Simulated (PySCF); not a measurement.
**Bi (bismuth, neutral) across methods**

[Xe] 4f14 5d10 6s1 6p3 7s1, high-spin 6S determinant (an excited configuration). Computed with PySCF 2.14 in aug-cc-pVTZ-PP with ECP60MDF (6s5p4d2f, 55 functions), with scalar relativity through the core potential.

```csv
method,E (hartree),mean ε 6s α (eV),mean ε 6p α (eV),mean ε 7s α (eV),Σ⟨r²⟩ (bohr²),⟨S²⟩
PBE,-214.1356,-19.179,-8.469,-1.940,93.20,8.752
MN15,-213.6736,-22.546,-10.268,-2.445,92.44,8.753
UHF,-213.17839,-26.413,-12.574,-3.195,95.35,8.758
PBE0,-214.1275,-21.212,-9.639,-2.328,93.48,8.753
r2SCAN,-214.2255,-20.153,-9.026,-1.955,93.93,8.755
r2SCANh,-214.2077,-20.863,-9.430,-2.107,93.84,8.755
PW91,-214.2174,-19.233,-8.516,-1.975,93.00,8.752
LDA,-213.8094,-19.384,-8.577,-2.104,92.77,8.752
TPSS,-214.0446,-19.304,-8.537,-1.877,93.70,8.753
```

Energies and moments cover only the electrons outside the core potential. Spin-orbit coupling, which splits the p, d and f shells strongly at this Z, is absent. Spin-orbit coupling is strong in this species (close to jj coupling), so the high-spin LS determinant is a model state, not a physical level. The outer electron is Rydberg-like, and this basis confines it to a smaller radius and binds it less than a complete one would.
